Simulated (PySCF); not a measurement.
Broadened absorption spectrum of C3H9ClOSi2

C3H9ClOSi2.
InChI=1S/C3H9ClOSi2/c1-3-7(5-2)6-4/h3,7H,1,6H2,2H3/t7-/m0/s1

Level of theory: TDDFT B3LYP/def2-SVPD, vertical, gas phase, core orbitals frozen in the response (PySCF). The structure is a single GFN2-xTB conformer in the gas phase; no vibrational or solvent corrections. Torsions of this conformer, `[CH2:1]=[CH:2][Si@@H:3]([O:4][CH3:5])[SiH2:6][Cl:7]`: C1–C2–Si3–O4 -17°, C2–Si3–O4–C5 -62°, C2–Si3–Si6–Cl7 64°.

Computed states:

```json
{"state": "S1", "E (eV)": "5.49", "f": "0.055"}
{"state": "S2", "E (eV)": "5.80", "f": "0.013"}
{"state": "S3", "E (eV)": "6.23", "f": "0.041"}
{"state": "S4", "E (eV)": "6.39", "f": "0.0034"}
{"state": "S5", "E (eV)": "6.46", "f": "0.076"}
{"state": "S6", "E (eV)": "6.65", "f": "0.039"}
{"state": "S7", "E (eV)": "6.75", "f": "0.038"}
{"state": "S8", "E (eV)": "6.78", "f": "0.013"}
```

Broadening: Gaussians 0.3 eV wide at half height, area fixed by f = 4.319×10⁻⁹ ∫ε dν̃. The cross-section is σ = 3.8235×10⁻²¹ ε cm², given in Mb (10⁻¹⁸ cm²). The width is an assumption, not a result. The curve ends short of the highest state used, and states not computed would add to its high-energy end.

(1) What does the envelope look like, and where are its maxima?

(2) Coming from long wavelengths, where does ε first pass 100 L mol⁻¹ cm⁻¹?

(3) On this curve, what absorbance would a 10⁻⁴ mol/L sample give at 222 nm over a 1 cm path?

Answers

(1) 
(E (eV), σ (Mb)): (5.04, 0.03), (5.08, 0.10), (5.11, 0.20), (5.14, 0.40), (5.17, 0.75), (5.21, 1.58), (5.24, 2.60), (5.27, 4.04), (5.30, 5.94), (5.34, 9.11), (5.37, 11.77), (5.40, 14.39), (5.43, 16.66), (5.47, 18.62), (5.50, 19.03), (5.53, 18.49), (5.56, 17.13), (5.60, 14.51), (5.63, 12.36), (5.66, 10.36), (5.69, 8.69), (5.73, 7.07), (5.76, 6.22), (5.79, 5.58), (5.82, 5.02), (5.86, 4.33), (5.89, 3.87), (5.92, 3.51), (5.95, 3.38), (5.99, 3.76), (6.02, 4.56), (6.05, 5.87), (6.08, 7.65), (6.12, 10.62), (6.15, 13.10), (6.18, 15.65)

Maxima: 226 nm (5.50 eV), ε about 5000, made up of S1 (99%) (ε in L mol⁻¹ cm⁻¹; maxima over ε = 5, shares over 10%). At its high-energy end, 6.18 eV, the curve is still rising (ε about 4100, from S3 and S5).

(2) At about 241 nm (5.14 eV), 0.36 eV below S1.

(3) 222 nm is 5.585 eV, where ε is about 4100 L mol⁻¹ cm⁻¹, so A = ε c l ≈ 0.41 (Beer–Lambert, with the gas-phase spectrum and the assumed width).
